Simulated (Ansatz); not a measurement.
Gas-phase electronic energies from Ansatz, PBE0-D4/def2-TZVP geometries. CCSD(T)/CBS is the MP2 limit (def2-TZVPP, def2-QZVPP) plus CCSD(T) − MP2 in def2-TZVPP, frozen cores. This one scheme is used for every species. DFT in def2-TZVPP. B3LYP here is the variant with VWN-RPA as its local correlation; programs differ in this. One conformer a species, not always the lowest.

Reaction (formal exchange of groups at the Si–Cl bond): `ClC[SiH2]Cl` + SiH₄ → `[SiH3][SiH2]CCl` + HCl

`ClC[SiH2]Cl`:

Cartesian coordinates in Å:
```
Cl 1.418 -1.579 -0.751
C 0.961 0.047 -0.172
Si -0.881 -0.012 0.167
Cl -1.481 1.838 0.841
H 1.220 0.768 -0.947
H 1.543 0.265 0.723
H -1.613 -0.317 -1.081
H -1.168 -1.011 1.219
```

SiH₄:

Cartesian coordinates in Å:
```
Si 0.000 0.000 0.000
H -0.128 1.339 -0.627
H 0.272 -1.014 -1.050
H -1.263 -0.341 0.702
H 1.119 0.015 0.975
```

`[SiH3][SiH2]CCl`:

Cartesian coordinates in Å:
```
Si -0.461 -1.509 1.028
Si -0.002 0.715 0.445
C 0.445 0.814 -1.387
Cl 0.799 2.501 -1.854
H -0.809 -1.604 2.471
H -1.602 -2.029 0.226
H 0.727 -2.367 0.766
H -1.195 1.566 0.694
H 1.139 1.230 1.246
H 1.331 0.219 -1.616
H -0.373 0.465 -2.019
```

HCl:

Cartesian coordinates in Å:
```
Cl -0.180 0.345 0.507
H 0.180 -0.345 -0.507
```

| level | ΔE (kJ/mol) | difference from CCSD(T)/CBS |
| --- | --- | --- |
| r2SCAN-D4 | 99.3 | -1.9 |
| PBE0-D4 | 91.3 | -9.9 |
| B3LYP-D4 | 100.5 | -0.7 |
| ωB97M-V | 107.3 | 6.1 |
| B2PLYP | 106.2 | 5.0 |
| r2SCAN | 100.0 | -1.2 |
| CCSD(T)/def2-TZVPP | 98.8 | -2.4 |
| HF/def2-QZVPP | 121.4 | 20.2 |
| SCS-MP2/def2-QZVPP | 111.7 | 10.5 |
| HF/CBS(def2) | 121.5 | 20.3 |
| CCSD(T)/CBS | 101.2 | 0 |

Largest T1 diagnostic among the species: 0.011.

In def2-TZVPP, CCSD(T) changes the Hartree–Fock value by −22.1 kJ/mol (the triples alone add −2.0 kJ/mol) and MP2 by −11.9 kJ/mol. From PBE to PBE0 (25 % exact exchange), in def2-TZVPP and without D4, ΔE moves by +5.3 kJ/mol.
